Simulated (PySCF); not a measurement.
Al2H3NO (calculated)

Computed with PySCF 2.14.0. Calculation on a computer-drawn molecule: the log of a Hartree-Fock and frozen-core CCSD(T) single point meant for a local Hartree-Fock minimum, with one planted fault or none, to be diagnosed. Offsets are logged minus clean, where the clean run is the same molecule without the fault. The reference is restricted for singlets and unrestricted otherwise, and also for a bond in bohr or an excited solution. Adding or removing an electron swaps singlet and doublet. The excited solution moves the top pair (singlet) or top alpha electron (doublet) to the lowest empty orbital. Highest occupied and lowest empty are orbital energies over both spins, largest force is the largest gradient component, triples share is (T) over the correlation energy, the T1 limit is 0.02 restricted and 0.045 unrestricted, electrons count all cores, a negative frequency is imaginary (commonest isotopes), and the dipole is about the centre of nuclear charge.

```json
{"formula": "Al2H3NO", "logged_structure": {"atoms_angstrom": [["N", -0.1932, 1.6596, 0.0066], ["Al", -1.2322, 0.6403, -0.6268], ["O", -3.2786, -1.3682, -1.875], ["Al", -4.3871, -2.4577, -2.5483], ["H", 0.4535, 2.2948, 0.402], ["H", -5.6079, -1.8717, -3.346], ["H", -4.1335, -3.9945, -2.338]]}, "given": {"meant_charge": 0, "meant_multiplicity": 1, "meant_basis": "cc-pV(D+d)Z", "logged_electrons": 44, "logged_basis_functions": 89, "logged_SCF_converged": "yes", "logged_spin_squared": 1.218, "logged_highest_occupied [eV]": -7.806, "logged_lowest_empty [eV]": 0.52503, "logged_largest_force [hartree/bohr]": 0.023856, "logged_T1_diagnostic": 0.03654, "logged_D1_diagnostic": 0.12486, "logged_triples_share": 0.030025, "logged_CC_converged": "yes", "logged_dipole_magnitude [debye]": 5.0349, "logged_SCF_stable_within_its_kind": "yes", "logged_energy_HF [hartree]": -614.80652, "logged_energy_CCSD(T) [hartree]": -615.28397, "possible_faults": "no fault, one electron removed, one electron added, multiplicity raised by two, geometry at a saddle point, SCF held on an excited solution, minimal basis STO-3G, one bond length entered in bohr, all coordinates scaled", "drawn_bonds_atom": [1, 2, 3, 1, 4, 4], "drawn_bonds_other_atom": [2, 3, 4, 5, 6, 7], "drawn_bonds_order": [2, 1, 1, 1, 1, 1]}, "results": {}}
```

To be estimated
1. Al2H3NO: planted fault?

## Answers
1. one bond length entered in bohr, row 2 of the drawn bonds

Further results for Al2H3NO:

```
HF energy offset from clean run      : 92.8 kcal/mol
CCSD(T) energy offset from clean run : 114.7 kcal/mol
```
